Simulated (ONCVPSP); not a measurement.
N ONCV: all-electron and pseudo phase curves

| Property | Result |
| --- | --- |
| Element | N (Z = 7) |
| Generator | ONCVPSP 4.0.1 |
| Type | optimised norm-conserving Vanderbilt (ONCV) |
| Functional | PBE |
| Relativity | scalar-relativistic |
| Frozen core | none |
| Valence charge | 7 |
| Reference configuration | 1s2 2s2 2p2.5 (charge +0.5) |
| Partial waves | 1s+2s: rc 0.40 bohr, ncon 4, nbas 8, qcut 24.1 1/bohr, 2 projectors; 2p: rc 1.90 bohr, ncon 4, nbas 8, qcut 7 1/bohr, 2 projectors, debl 0.7 Ha; d scattering state at 0.38 Ha: rc 1.55 bohr, ncon 3, nbas 6, qcut 5.2 1/bohr, 2 projectors, debl 0.3 Ha |
| Local potential | polynomial inside 0.30 bohr (lpopt 5, dvloc0 6 Ha) |
| Core correction | none |

The phase is arctan(r·R′/R) of the radial function R(r), unwrapped; energies in Ha, scanned from -12 to 5 Ha. A pole is an energy at which the radial function vanishes at the test radius. The pseudo phase is shifted by a multiple of π to meet the all-electron one at the reference energy, and phase errors are pseudo minus all-electron; the curves can meet again beyond the range given. Levels narrower than the energy grid can be missing from the lists of poles.

For each channel, where are the poles, and over which energies does the pseudopotential scatter like the atom?

```tsv
channel	radius (bohr)	reference energy (Ha)	poles, all-electron	poles, pseudo	unbroken range about the reference energy with phases within 0.05 rad	phase error 1 Ha above the reference energy (rad)
s	0.41	-0.92	-9.03	-9.04	the whole range	+0.000
p	1.92	-0.49	-0.10, 4.14	-0.10, 2.13	below 1.0	-0.001
d	1.57	0.38	4.14	4.43	the whole range	+0.002
```

Note: no bound ghost flagged; GHOST(+) flagged for d at 24.1 eV, p at 64.4 eV.

Phases in the d channel:

```csv
E (Ha),all-electron,pseudo
-11.96,1.424,1.423
-11.08,1.418,1.417
-10.20,1.411,1.410
-9.32,1.403,1.401
-8.44,1.393,1.392
-7.56,1.382,1.381
-6.68,1.369,1.367
-5.80,1.352,1.351
-4.92,1.331,1.330
-4.04,1.304,1.303
-3.16,1.266,1.265
-2.28,1.210,1.209
-1.40,1.116,1.116
-0.52,0.927,0.927
0.36,0.421,0.421
1.24,-0.642,-0.641
2.12,-1.207,-1.202
3.00,-1.422,-1.412
3.88,-1.542,-1.521
4.76,-1.637,-1.596
```
